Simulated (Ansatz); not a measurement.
`[SiH3][S][SnH3]` at its PBE0-D4/def2-TZVP geometry, where that method's forces vanish. The species carries charge 0 and has multiplicity 1. Sn takes the def2 core potential.

```json
{"atom": "Si1", "x (Å)": "0.703", "y (Å)": "0.007", "z (Å)": "-1.564"}
{"atom": "S2", "x (Å)": "-0.511", "y (Å)": "1.367", "z (Å)": "-0.465"}
{"atom": "Sn3", "x (Å)": "-0.749", "y (Å)": "0.084", "z (Å)": "1.559"}
{"atom": "H4", "x (Å)": "1.989", "y (Å)": "-0.258", "z (Å)": "-0.866"}
{"atom": "H5", "x (Å)": "0.970", "y (Å)": "0.638", "z (Å)": "-2.879"}
{"atom": "H6", "x (Å)": "0.013", "y (Å)": "-1.295", "z (Å)": "-1.765"}
{"atom": "H7", "x (Å)": "-1.714", "y (Å)": "1.042", "z (Å)": "2.579"}
{"atom": "H8", "x (Å)": "0.800", "y (Å)": "-0.185", "z (Å)": "2.219"}
{"atom": "H9", "x (Å)": "-1.501", "y (Å)": "-1.398", "z (Å)": "1.180"}
```

Q: For each bond, give half the difference of the two atoms' forces along it (eV/Å; positive pushes the atoms apart) under PBE-D4, r2SCAN-D4, B3LYP-D4, ωB97M-V in def2-TZVPP. (An estimate is asked.)

A: The calculation gave: 
```csv
bond,length (Å),PBE-D4,r2SCAN-D4,B3LYP-D4,ωB97M-V
Si1–S2,2.128,0.12,0.04,0.19,0.11
Si1–H4,1.487,0.07,-0.02,-0.09,-0.12
Si1–H5,1.483,0.09,-0.02,-0.12,-0.13
Si1–H6,1.487,0.07,-0.02,-0.09,-0.12
S2–Sn3,2.408,0.17,0.07,0.22,0.01
Sn3–H7,1.700,0.08,-0.02,-0.02,-0.07
Sn3–H8,1.705,0.07,-0.01,0.01,-0.07
Sn3–H9,1.705,0.07,-0.01,0.01,-0.07
```

B3LYP here is the variant with VWN-RPA as its local correlation; programs differ in this.

Program: Ansatz 0.2.0.
